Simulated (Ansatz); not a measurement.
This geometry of AlClH$_{2}$O$_{2}$ (6 atoms, charge 0, multiplicity 1) is a first-order saddle point.

Level of theory: Ansatz, RKS BHLYP/6-31G*.

```xyz
6
Properties=species:S:1:pos:R:3
O -0.198 1.361 -0.720
Al -0.009 -0.194 -0.101
O 1.155 -0.522 1.056
Cl -1.215 -1.729 -0.866
H -0.816 1.553 -1.420
H 1.125 -0.533 2.005
```

**Question.** Which two structures does it join? (They come from a converged band through this point; their orientation in space is the band's.)

**Answer.** No bond is made or broken.

Initial state:

```xyz
6
Properties=species:S:1:pos:R:3
O -0.168 1.388 -0.849
Al -0.036 -0.072 -0.029
O 1.050 -0.195 1.248
Cl -1.211 -1.719 -0.593
H -0.764 1.524 -1.581
H 1.171 -0.991 1.758
```

Final state:

```xyz
6
Properties=species:S:1:pos:R:3
O -0.073 1.261 -0.683
Al -0.133 -0.296 -0.039
O 0.845 -0.730 1.258
Cl -1.425 -1.733 -0.830
H -0.615 1.541 -1.416
H 1.443 -0.107 1.663
```

**Question.** How far does it lie above each of them?

**Answer.** 0.100 eV above the first and 0.119 eV above the second. This is the barrier of this one path; another mechanism may lie lower.

Run time: 7.2 min on 1 thread of Arm Neoverse V1, with other jobs on the host, peak memory 0.14 GiB.
